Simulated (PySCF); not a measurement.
2-pyrimidin-2-yl-1,3,4-oxadiazole (C₆H₄N₄O), SMILES c1(-c2ncccn2)ocnn1. Geometry optimised at ωB97X-D3(BJ)/def2-SVP. The values are those of a single conformer.

Computed equilibrium geometry at ωB97X-D3(BJ)/def2-SVP (PySCF confirms it by a frequency run) as a Z-matrix, and its point group (one conformer of several):
point group Cs.
```
C
N 1 1.3324
C 2 1.3303 1 116.30
N 1 1.3328 2 126.77 3 0.00
C 4 1.3324 1 116.34 2 0.00
C 5 1.3936 4 122.10 1 0.00
H 6 1.0918 5 121.85 4 180.00
H 5 1.0965 4 116.66 1 180.00
H 3 1.0966 2 116.63 1 180.00
C 1 1.4816 2 116.53 3 180.00
N 10 1.2937 1 128.74 2 0.00
O 10 1.3541 11 112.19 1 180.00
C 12 1.3462 10 102.43 11 0.00
N 13 1.2901 12 112.80 10 0.00
H 13 1.0886 14 128.67 11 180.00
```
Charge 0, spin multiplicity 1.
